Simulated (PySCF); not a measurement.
LaSi at r²SCAN

Computed with r²SCAN; PySCF, spin-free X2C with a Gaussian nucleus, basis sets La x2c-TZVPall, Si x2c-TZVPall.

```json
{
 "state": "quartet, about 0.0 electrons in the 4f shell (Mulliken)",
 "bond length": "2.593 Å",
 "harmonic wavenumber": "342 cm⁻¹",
 "force constant": "1.60 mdyn/Å",
 "rotational constant Be": "0.1076 cm⁻¹",
 "anharmonicity ωexe": "1.04 cm⁻¹",
 "vibration–rotation constant αe": "0.000376 cm⁻¹",
 "well depth De to La (5d1 6s2) + Si": "270 kJ/mol",
 "dissociation energy D0": "268 kJ/mol",
 "bond order (Mayer)": "2.16",
 "dipole moment (positive dipole means La(−)Si(+))": "-5.14 D"
}
```

These are scalar-relativistic numbers at best; spin–orbit coupling would shift them, the dissociation energy most. With d or f electrons several states lie close, and the lowest PBE0 determinant need not be the measured ground state.
